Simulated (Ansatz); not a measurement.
Born–Oppenheimer molecular dynamics of CH$_{11}$NOSi$_{3}$ (17 atoms, charge 0, multiplicity 1). It starts from a relaxed structure.

Level of theory: Ansatz, RKS PBE0-D4/STO-3G.

- ensemble: NVE (velocity Verlet)
- time step: 0.5 fs
- steps asked: 392
- starting velocities drawn for: 300 K
- seed: 718674

Frames 10 fs apart, positions in Å, forces in eV/Å.

Velocities at 10.0 fs (Å/ps):

```
C -5.03 2.83 -0.13
Si 3.37 -3.87 -1.58
Si 0.48 -2.64 2.12
N -0.40 1.27 -1.69
O -1.96 2.00 5.43
Si -1.60 3.07 -1.28
H 21.05 20.61 -14.44
H 2.99 -13.26 -5.24
H 19.48 -6.41 4.61
H -6.30 -3.98 2.11
H 1.75 -2.08 -8.52
H -7.78 -3.73 -11.25
H -5.95 -2.35 -4.08
H 10.39 3.04 -2.60
H -12.00 3.48 4.30
H 11.23 6.60 -7.16
H -0.86 10.89 1.94
```

```xyz
17
Properties=species:S:1:pos:R:3:forces:R:3 time_fs=10.0 energy_less_start_eV=0.305 T=144
C -0.927 -2.316 0.264 0.38 -0.24 0.88
Si 0.539 -1.478 -0.546 0.35 0.34 0.64
Si 0.212 0.804 -0.482 0.84 -1.05 1.08
N 1.798 1.500 -0.853 0.17 0.22 0.11
O -0.770 1.420 -1.663 -1.04 0.73 -2.39
Si -0.797 1.560 1.409 -1.21 -1.53 -0.17
H -1.880 -1.997 -0.148 -0.21 0.16 -0.29
H -0.918 -3.416 0.264 0.21 0.24 -0.22
H -0.925 -2.013 1.319 -0.19 -0.09 -0.01
H 1.812 -1.845 0.112 -0.79 0.19 -0.13
H 0.671 -1.969 -1.872 0.01 -0.10 -0.73
H 2.506 0.986 -0.285 0.45 -0.08 0.10
H 1.808 2.454 -0.423 0.30 0.23 -0.11
H -0.253 1.394 -2.558 -0.36 -0.13 1.08
H -0.901 2.992 1.552 0.07 -0.01 0.03
H -2.159 0.942 1.359 0.99 0.78 0.17
H -0.171 0.950 2.566 0.04 0.34 -0.02
17
Properties=species:S:1:pos:R:3:forces:R:3 time_fs=20.0 energy_less_start_eV=0.261 T=167
C -0.935 -2.292 0.270 1.12 -0.67 -0.35
Si 0.565 -1.510 -0.566 -0.07 0.75 1.48
Si 0.228 0.767 -0.447 0.13 0.52 -0.22
N 1.799 1.511 -0.866 -0.12 -0.05 0.01
O -0.817 1.453 -1.648 1.19 -0.51 -1.17
Si -0.812 1.579 1.395 -1.16 -0.92 0.41
H -1.810 -1.872 -0.191 -0.92 0.15 -0.19
H -0.940 -3.387 0.104 -0.14 0.56 0.33
H -0.960 -2.067 1.343 -0.01 -0.16 -0.15
H 1.762 -1.895 0.199 -0.43 0.17 -0.51
H 0.679 -1.938 -1.921 0.08 -0.25 -0.44
H 2.576 1.021 -0.386 0.42 -0.43 0.12
H 1.897 2.478 -0.485 -0.24 0.27 -0.04
H -0.183 1.394 -2.481 -1.03 0.17 0.90
H -0.952 3.003 1.541 0.20 0.17 -0.33
H -2.205 1.045 1.367 1.08 0.34 0.19
H -0.167 1.139 2.615 -0.12 -0.10 -0.06
17
Properties=species:S:1:pos:R:3:forces:R:3 time_fs=30.0 energy_less_start_eV=0.279 T=157
C -0.928 -2.266 0.240 0.17 -1.99 0.49
Si 0.575 -1.518 -0.566 -0.36 0.72 -0.06
Si 0.248 0.745 -0.421 -0.08 1.16 -1.63
N 1.812 1.513 -0.863 -1.39 -0.59 -0.24
O -0.847 1.462 -1.641 1.19 -0.81 0.35
Si -0.833 1.583 1.392 0.46 0.04 0.07
H -1.842 -1.852 -0.133 -0.85 0.62 -0.48
H -1.015 -3.361 0.059 0.25 0.65 -0.03
H -0.972 -2.173 1.333 0.33 0.32 -0.12
H 1.752 -1.931 0.145 0.22 -0.05 0.09
H 0.702 -1.967 -1.945 -0.09 0.07 0.28
H 2.660 1.026 -0.542 0.43 -0.11 0.35
H 1.886 2.509 -0.597 0.19 0.26 0.24
H -0.280 1.454 -2.506 -0.26 -0.11 0.69
H -0.831 3.022 1.273 -0.05 0.00 0.04
H -2.189 1.142 1.509 -0.33 -0.12 -0.14
H -0.214 1.268 2.652 0.18 -0.06 0.10
17
Properties=species:S:1:pos:R:3:forces:R:3 time_fs=40.0 energy_less_start_eV=0.395 T=98
C -0.951 -2.284 0.212 1.92 -0.76 0.21
Si 0.576 -1.503 -0.558 -1.01 0.14 -1.58
Si 0.262 0.756 -0.439 -0.55 -0.18 0.27
N 1.788 1.494 -0.860 0.35 0.15 -0.16
O -0.831 1.428 -1.588 -0.28 -0.20 0.40
Si -0.845 1.586 1.395 2.21 0.42 -0.87
H -1.825 -1.766 -0.111 -1.11 0.32 -0.37
H -1.015 -3.369 -0.023 -0.17 0.79 0.39
H -0.820 -2.114 1.283 -0.51 -0.46 0.21
H 1.761 -1.941 0.077 0.66 -0.23 0.61
H 0.684 -1.999 -1.942 -0.04 0.42 0.59
H 2.676 1.054 -0.564 0.00 -0.43 0.13
H 1.900 2.490 -0.612 -0.17 0.44 0.06
H -0.323 1.434 -2.454 0.37 -0.08 -0.52
H -0.757 2.989 1.055 -0.27 0.10 0.48
H -2.176 1.210 1.528 -1.48 -0.46 0.03
H -0.188 1.365 2.656 0.07 0.01 0.10
17
Properties=species:S:1:pos:R:3:forces:R:3 time_fs=50.0 energy_less_start_eV=0.352 T=119
C -0.934 -2.285 0.201 -0.23 -1.78 0.49
Si 0.567 -1.482 -0.563 -0.43 0.04 -0.31
Si 0.263 0.763 -0.447 -0.08 -0.51 1.80
N 1.786 1.490 -0.862 0.50 -0.37 -0.21
O -0.817 1.383 -1.548 -1.62 0.48 -0.21
Si -0.833 1.590 1.381 0.93 1.02 -0.02
H -1.845 -1.815 -0.110 -0.79 0.69 -0.42
H -1.094 -3.360 -0.037 0.56 0.62 -0.25
H -0.965 -2.281 1.295 0.39 0.43 0.08
H 1.732 -1.915 0.152 0.33 -0.08 0.06
H 0.675 -1.893 -1.960 0.04 0.02 0.39
H 2.598 0.958 -0.481 0.11 0.44 -0.01
H 1.880 2.487 -0.598 0.28 0.14 0.18
H -0.321 1.343 -2.398 0.55 0.02 -1.58
H -0.893 3.038 1.198 0.08 -0.36 -0.03
H -2.200 1.207 1.471 -0.44 -0.48 0.15
H -0.156 1.449 2.656 -0.18 -0.32 -0.11
17
Properties=species:S:1:pos:R:3:forces:R:3 time_fs=60.0 energy_less_start_eV=0.272 T=161
C -0.957 -2.312 0.201 1.62 -0.26 -1.04
Si 0.552 -1.460 -0.563 0.25 -0.21 1.36
Si 0.260 0.757 -0.408 -0.01 0.94 -0.99
N 1.822 1.489 -0.872 0.67 0.08 0.48
O -0.850 1.360 -1.585 -0.53 0.08 0.95
Si -0.810 1.609 1.366 -1.14 -0.69 1.26
H -1.832 -1.799 -0.155 -0.87 0.10 -0.10
H -0.935 -3.340 -0.199 -0.48 0.22 0.70
H -0.918 -2.271 1.290 -0.11 -0.29 0.05
H 1.757 -1.877 0.169 -0.47 0.14 -0.36
H 0.715 -1.838 -1.931 -0.02 -0.19 -0.41
H 2.629 1.015 -0.383 -0.31 -0.11 -0.24
H 1.930 2.474 -0.520 -0.32 -0.05 -0.16
H -0.419 1.267 -2.478 0.68 -0.25 -0.81
H -1.007 3.047 1.328 0.12 -0.20 -0.13
H -2.146 0.964 1.467 0.86 0.55 -0.20
H -0.194 1.289 2.648 0.07 0.16 -0.35
17
Properties=species:S:1:pos:R:3:forces:R:3 time_fs=70.0 energy_less_start_eV=0.364 T=113
C -0.940 -2.329 0.151 -0.42 -1.37 1.03
Si 0.532 -1.443 -0.545 0.77 -0.28 0.75
Si 0.259 0.779 -0.395 -0.17 1.08 -1.71
N 1.870 1.487 -0.866 -0.73 0.05 0.33
O -0.889 1.338 -1.631 1.37 -0.60 0.42
Si -0.797 1.616 1.379 -1.03 -1.72 0.41
H -1.914 -1.921 -0.101 -0.15 0.54 -0.34
H -1.022 -3.402 -0.082 0.43 0.27 -0.46
H -0.904 -2.343 1.243 0.07 0.38 0.19
H 1.778 -1.863 0.131 -0.77 0.16 -0.20
H 0.699 -1.833 -1.899 0.04 -0.08 -0.77
H 2.642 1.003 -0.331 -0.26 0.26 -0.02
H 1.878 2.479 -0.499 0.35 -0.35 -0.12
H -0.378 1.083 -2.483 -0.31 0.17 0.11
H -1.040 3.029 1.341 -0.01 0.20 0.06
H -2.073 0.832 1.374 0.87 0.97 0.18
H -0.100 1.204 2.575 -0.05 0.34 0.15
17
Properties=species:S:1:pos:R:3:forces:R:3 time_fs=80.0 energy_less_start_eV=0.188 T=204
C -0.952 -2.386 0.153 0.49 1.12 -0.48
Si 0.517 -1.434 -0.533 0.05 0.13 0.14
Si 0.254 0.833 -0.434 0.13 -0.58 -0.04
N 1.873 1.480 -0.847 0.20 0.44 0.37
O -0.868 1.292 -1.645 0.45 -0.13 -1.34
Si -0.789 1.597 1.407 -0.41 -0.09 -0.23
H -1.861 -1.887 -0.196 -0.17 -0.40 0.07
H -0.922 -3.423 -0.190 -0.21 -0.04 0.34
H -0.910 -2.290 1.238 -0.26 -0.51 0.18
H 1.692 -1.888 0.185 0.03 0.07 -0.17
H 0.660 -1.760 -1.931 0.13 -0.13 -0.04
H 2.590 0.990 -0.248 -0.15 0.06 -0.19
H 1.983 2.491 -0.545 -0.19 -0.49 -0.19
H -0.444 0.958 -2.538 -0.44 0.42 1.12
H -1.030 3.002 1.378 0.04 0.51 -0.14
H -2.106 0.988 1.445 0.27 -0.09 0.29
H -0.037 1.363 2.602 0.03 -0.30 0.33
17
Properties=species:S:1:pos:R:3:forces:R:3 time_fs=90.0 energy_less_start_eV=0.350 T=121
C -0.947 -2.398 0.149 -1.09 -0.25 -0.35
Si 0.505 -1.420 -0.520 -0.37 0.50 -0.75
Si 0.252 0.870 -0.477 0.17 -1.80 1.60
N 1.867 1.475 -0.821 0.48 0.49 -0.01
O -0.844 1.258 -1.674 -0.64 0.38 -2.18
Si -0.784 1.586 1.437 1.08 0.90 -0.44
H -1.919 -2.052 -0.257 0.52 0.09 0.23
H -0.887 -3.439 -0.161 0.28 -0.31 -0.34
H -1.068 -2.473 1.234 0.31 0.59 0.13
H 1.666 -1.870 0.157 0.69 -0.16 0.40
H 0.697 -1.775 -1.937 -0.18 0.01 0.65
H 2.568 0.975 -0.225 -0.03 0.18 -0.13
H 2.024 2.499 -0.629 -0.18 -0.46 0.00
H -0.486 0.875 -2.572 -0.22 0.47 1.26
H -0.944 3.016 1.333 -0.08 0.09 0.07
H -2.048 1.050 1.710 -1.17 -0.60 -0.12
H -0.064 1.368 2.660 0.43 -0.13 0.00
17
Properties=species:S:1:pos:R:3:forces:R:3 time_fs=100.0 energy_less_start_eV=0.269 T=162
C -0.965 -2.433 0.130 0.01 1.62 -0.17
Si 0.496 -1.396 -0.503 -0.66 -0.60 -1.09
Si 0.250 0.854 -0.475 -1.03 -0.35 0.65
N 1.874 1.479 -0.804 -0.19 0.24 -0.29
O -0.861 1.265 -1.750 0.90 -0.13 -0.02
Si -0.775 1.590 1.464 1.67 0.73 -0.81
H -1.942 -2.105 -0.297 0.81 -0.28 0.27
H -0.761 -3.446 -0.183 -0.20 -0.71 0.15
H -1.024 -2.353 1.220 -0.15 -0.35 -0.04
H 1.691 -1.790 0.162 0.41 -0.19 0.47
H 0.672 -1.881 -1.881 0.01 0.45 0.47
H 2.617 1.019 -0.232 -0.15 0.17 0.00
H 1.970 2.511 -0.659 0.08 -0.26 0.11
H -0.392 0.816 -2.547 -0.35 0.35 0.14
H -0.915 3.043 1.358 -0.07 -0.47 0.27
H -2.027 1.004 1.743 -0.83 -0.38 0.06
H 0.111 1.284 2.579 -0.26 0.16 -0.18
17
Properties=species:S:1:pos:R:3:forces:R:3 time_fs=110.0 energy_less_start_eV=0.254 T=170
C -0.938 -2.434 0.114 -1.37 0.82 0.24
Si 0.482 -1.391 -0.494 0.64 -0.74 0.24
Si 0.218 0.827 -0.454 -0.63 1.11 -1.21
N 1.865 1.489 -0.810 -0.26 -0.19 0.02
O -0.845 1.279 -1.810 0.36 0.30 1.96
Si -0.744 1.595 1.466 0.01 0.14 -0.05
H -1.906 -2.142 -0.372 0.91 -0.27 0.51
H -0.796 -3.489 -0.062 0.28 -0.63 -0.44
H -1.069 -2.355 1.201 -0.10 0.27 -0.10
H 1.657 -1.730 0.303 -0.22 -0.01 -0.29
H 0.715 -1.790 -1.860 0.18 0.00 -0.08
H 2.607 1.088 -0.183 -0.31 -0.20 -0.05
H 1.932 2.512 -0.603 -0.23 0.13 -0.03
H -0.393 0.890 -2.616 0.58 -0.36 -0.52
H -0.981 3.038 1.566 0.15 -0.53 -0.21
H -2.032 0.928 1.671 0.54 0.15 0.15
H 0.221 1.263 2.514 -0.56 0.01 -0.12
17
Properties=species:S:1:pos:R:3:forces:R:3 time_fs=120.0 energy_less_start_eV=0.297 T=148
C -0.932 -2.436 0.123 -1.67 1.04 -0.88
Si 0.482 -1.405 -0.486 1.19 0.36 1.45
Si 0.168 0.829 -0.465 0.69 0.16 -0.31
N 1.824 1.494 -0.820 -0.64 -0.64 0.03
O -0.791 1.293 -1.808 -1.05 0.73 1.31
Si -0.706 1.598 1.456 -1.48 -1.18 0.87
H -1.867 -2.182 -0.448 0.88 -0.31 0.57
H -0.731 -3.478 -0.062 0.06 -0.79 0.22
H -1.161 -2.254 1.181 0.23 -0.23 -0.11
H 1.642 -1.736 0.371 -0.57 0.21 -0.52
H 0.869 -1.689 -1.819 0.02 -0.51 -0.72
H 2.461 1.054 -0.105 0.14 0.26 -0.04
H 1.804 2.503 -0.550 0.26 0.29 0.14
H -0.258 0.960 -2.570 0.82 -0.46 -1.24
H -1.001 2.997 1.625 0.05 0.14 -0.23
H -1.950 0.820 1.740 0.80 0.78 -0.36
H 0.127 1.201 2.569 0.26 0.15 -0.18
```

Of the whole run (196 fs, mean temperature of the second half 150 K): The conserved energy stayed within 0.17 meV per atom of its start (net change 0.073 meV per atom), so the integration is sound. The temperature averaged 0.50 of the 300 K drawn at the start: a run that starts near a minimum puts about half its kinetic energy into the potential. A run of 0.2 ps of so small a system gives no equilibrium averages. Limits of this set-up: minimal basis.

Time of the run: 19 min on 1 thread of Intel(R) Xeon(R) Platinum 8375C CPU @ 2.90GHz (Ice Lake), with other jobs on the host, peak memory 0.13 GiB.
